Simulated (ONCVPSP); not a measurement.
# Scattering properties, ONCV potential for potassium

| Property | Result |
| --- | --- |
| Element | K |
| Generator | ONCVPSP 4.0.1 |
| Type | optimised norm-conserving Vanderbilt (ONCV) |
| Functional | PBE |
| Relativity | scalar-relativistic |
| Frozen core | [Ar] |
| Valence charge | 1 |
| Reference configuration | 4s1 |
| Partial waves | 4s: rc 3.70 bohr, ncon 4, nbas 7, qcut 1.5 1/bohr, 3 projectors, debl 3.7 Ha; p scattering state at 0.34 Ha: rc 2.85 bohr, ncon 4, nbas 8, qcut 2.6 1/bohr, 2 projectors, debl 3.3 Ha; d scattering state at 0.15 Ha: rc 3.30 bohr, ncon 5, nbas 8, qcut 3.2 1/bohr, 2 projectors, debl 0.4 Ha |
| Local potential | polynomial inside 2.55 bohr (lpopt 5, dvloc0 2 Ha) |
| Core correction | none |

The phase is arctan(r·R′/R) of the radial function R(r), unwrapped; energies in Ha, scanned from -2 to 5 Ha. A pole is an energy at which the radial function vanishes at the test radius. The pseudo phase is shifted by a multiple of π to meet the all-electron one at the reference energy, and phase errors are pseudo minus all-electron; the curves can meet again beyond the range given. Levels narrower than the energy grid can be missing from the lists of poles.

Q: For each channel, where are the poles, and over which energies does the pseudopotential scatter like the atom?

A:

```json
{"channel": "s", "radius (bohr)": "3.76", "reference energy (Ha)": "-0.09", "poles, all-electron": "-1.29, 0.47, 2.49", "poles, pseudo": "0.62, 2.92", "unbroken range about the reference energy with phases within 0.05 rad": "-1.3 to 0.5", "phase error 1 Ha above the reference energy (rad)": "+0.172"}
{"channel": "p", "radius (bohr)": "2.89", "reference energy (Ha)": "0.34", "poles, all-electron": "-0.63, 1.73", "poles, pseudo": "1.44, 4.42", "unbroken range about the reference energy with phases within 0.05 rad": "0.1 to 0.8", "phase error 1 Ha above the reference energy (rad)": "-0.060"}
{"channel": "d", "radius (bohr)": "3.35", "reference energy (Ha)": "0.15", "poles, all-electron": "0.25, 1.62, 4.02", "poles, pseudo": "0.25, 1.66", "unbroken range about the reference energy with phases within 0.05 rad": "below 2.1", "phase error 1 Ha above the reference energy (rad)": "+0.003"}
```

Phases in the p channel:

| E (Ha) | all-electron | pseudo |
| --- | --- | --- |
| -1.98 | 1.342 | -1.771 |
| -1.80 | 1.325 | -1.781 |
| -1.62 | 1.304 | -1.793 |
| -1.44 | 1.274 | -1.807 |
| -1.26 | 1.231 | -1.824 |
| -1.08 | 1.152 | -1.844 |
| -0.90 | 0.918 | -1.870 |
| -0.72 | -1.099 | -1.903 |
| -0.54 | -1.718 | -1.949 |
| -0.36 | -1.878 | -2.015 |
| -0.18 | -2.024 | -2.120 |
| 0.00 | -2.242 | -2.309 |
| 0.18 | -2.674 | -2.702 |
| 0.36 | -3.430 | -3.430 |
| 0.54 | -4.023 | -4.050 |
| 0.72 | -4.307 | -4.351 |
| 0.90 | -4.454 | -4.506 |
| 1.08 | -4.544 | -4.599 |
| 1.26 | -4.605 | -4.664 |
| 1.44 | -4.652 | -4.714 |
| 1.62 | -4.691 | -4.756 |
| 1.80 | -4.725 | -4.796 |
| 1.98 | -4.758 | -4.837 |
| 2.16 | -4.794 | -4.882 |
| 2.34 | -4.834 | -4.938 |
| 2.52 | -4.887 | -5.013 |
| 2.70 | -4.964 | -5.130 |
| 2.88 | -5.101 | -5.343 |
| 3.06 | -5.416 | -5.812 |
| 3.24 | -6.298 | -6.638 |
| 3.42 | -7.159 | -7.208 |
| 3.60 | -7.464 | -7.464 |
| 3.78 | -7.594 | -7.600 |
| 3.96 | -7.667 | -7.687 |
| 4.14 | -7.713 | -7.755 |
| 4.32 | -7.746 | -7.816 |
| 4.50 | -7.772 | -7.888 |
| 4.68 | -7.793 | -8.000 |
| 4.86 | -7.810 | -8.292 |
